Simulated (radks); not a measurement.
Species: Os XII. Configuration: [Kr] 4d10 4f14 5s2 5p3. All-electron calculation, non-relativistic Kohn-Sham, r2SCAN, spin-polarised, spherical densities, point nucleus; open shells are filled with parallel spins first (spin-orbit coupling, left out, can overturn this in heavy ions); meta-GGA in the generalised Kohn-Sham scheme; relativity is left out, which matters for an element this heavy. Program: a radial shooting solver on a logarithmic mesh with Libxc functionals.

Normalised radial functions P(r) = r R(r), r in bohr:

```
   r/bohr * 5p down (the largest magnitude, 1.1, reaches the edge; | marks zero)
 0.002935                             *
 0.003852                             *
 0.005056                             |*
 0.006637                             |*
 0.008711                             |*
  0.01143                             | *
  0.01501                             |  *
  0.01954                             |   *
  0.02565                             |     *
  0.03367                             |      *
   0.0442                             |      *
  0.05801                             |     *
  0.07614                             |*
  0.09995                        *    |
   0.1312                   *         |
   0.1708                   *         |
   0.2242                            *|
   0.2943                             |          *
   0.3863                             |               *
   0.5071                             |      *
   0.6656                 *           |
   0.8736   *                         |
    1.147  *                          |
    1.493            *                |
     1.96                       *     |
    2.572                            *|
    3.377                             *
```

5p down (empty): eigenvalue -214.08 eV, 3 radial nodes at r = 0.0815, 0.231, 0.564 bohr, <r> = 1.08 bohr, 90 % of the charge inside 1.53 bohr.
